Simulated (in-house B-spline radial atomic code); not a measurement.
Configurations of the thallium ion Tl⁷⁺, with energies counted from [Xe] 4f14 (5d3/2)4 (5d5/2)2. Method: Dirac-Hartree-Fock, average of each configuration as written, Fermi nucleus of rms radius 5.4759 fm. Calculated with a radial B-spline atomic code at the basis-set limit. Energies include first-order Breit, QED and recoil terms.

Occupations are held fixed; configurations that lie above the ionisation limit could autoionise.

```json
{"configuration": "[Xe] 4f14 (5d3/2)3 (5d5/2)2 (5f5/2)1", "E - E(ref) (eV)": "58.203", "highest orbital": "5f5/2", "its <r> (bohr)": "1.866"}
{"configuration": "[Xe] 4f14 (5d3/2)3 (5d5/2)2 9s1", "E - E(ref) (eV)": "96.348", "highest orbital": "9s1/2", "its <r> (bohr)": "7.142"}
{"configuration": "[Kr] 4d10 4f14 5s2 (5p1/2)2 (5p3/2)3 (5d3/2)2 (5d5/2)4 (8g7/2)1", "E - E(ref) (eV)": "175.95", "highest orbital": "8g7/2", "its <r> (bohr)": "10.44"}
{"configuration": "[Kr] 4d10 4f14 5s2 (5p1/2)1 (5p3/2)4 (5d3/2)1 (5d5/2)5 8s1", "E - E(ref) (eV)": "178.32", "highest orbital": "8s1/2", "its <r> (bohr)": "4.998"}
{"configuration": "[Xe] (4f5/2)5 (4f7/2)8 (5d3/2)4 (5d5/2)2 (5g7/2)1", "E - E(ref) (eV)": "201.37", "highest orbital": "5g7/2", "its <r> (bohr)": "3.296"}
{"configuration": "[Kr] (4d3/2)4 (4d5/2)5 4f14 5s2 5p6 (5d5/2)6 (9f7/2)1", "E - E(ref) (eV)": "502.17", "highest orbital": "9f7/2", "its <r> (bohr)": "10.69"}
```

Task: Order these further configurations by energy, lowest first.
A. [Xe] 4f14 (5d3/2)2 (5d5/2)4
B. [Xe] 4f14 (5d3/2)1 (5d5/2)5
C. [Kr] 4d10 4f14 5s2 (5p1/2)2 (5p3/2)3 (5d5/2)6 (9p1/2)1
D. [Xe] 4f14 (5d5/2)6
E. [Kr] 4d10 4f14 5s2 (5p1/2)2 (5p3/2)3 (5d3/2)4 (5d5/2)2 7s1

Result: A (5.9155 eV), B (8.332 eV), D (10.387 eV), E (130.54 eV), C (175.16 eV).

Task: How far above the reference does [Kr] 4d10 4f14 5s2 (5p1/2)2 (5p3/2)3 (5d3/2)4 (5d5/2)2 (7f7/2)1 lie?

Result: 156.14 eV; its least bound orbital is 7f7/2 with <r> = 5.65 bohr.
